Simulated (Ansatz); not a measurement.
Wavefunction ladder for C$_{2}$H$_{7}$BFNS (`CSCB(N)F`)

Z-matrix (Å, degrees):
```
C
S 1 1.795
H 1 1.091 2 111.0
H 1 1.092 2 111.1 3 -122.4
H 1 1.091 2 107.2 3 118.7
C 2 1.798 1 100.7 3 61.3
B 6 1.578 2 112.3 1 166.5
H 6 1.097 2 109.1 1 47.4
H 6 1.094 2 110.7 1 -70.1
N 7 1.390 6 123.8 2 -21.2
F 7 1.344 6 117.7 2 160.3
H 10 1.005 7 122.8 6 -178.9
H 10 1.006 7 121.9 6 0.6
```

The species carries charge 0 and has multiplicity 1. The structure was optimised at the PBE0-D4/def2-TZVP level. It is one conformer, not always the lowest. Frozen core, restricted reference, Ansatz. CBS rows extrapolate triple and quadruple zeta; past MP2 they add the triple-zeta difference.

```json
{"basis": "def2-TZVPP", "HF (Eh)": "-656.15792", "MP2 corr.": "-1.08232"}
{"basis": "def2-QZVPP", "HF (Eh)": "-656.18123", "MP2 corr.": "-1.16653"}
```

(1) Estimate the CCSD correlation energy and the (T) correction in each basis where they were run (hartree).

Answers

(1) 
| basis | CCSD corr. | (T) |
| --- | --- | --- |
| def2-TZVPP | -1.13066 | -0.04411 |
| CBS(def2) | -1.27726 | as TZ |
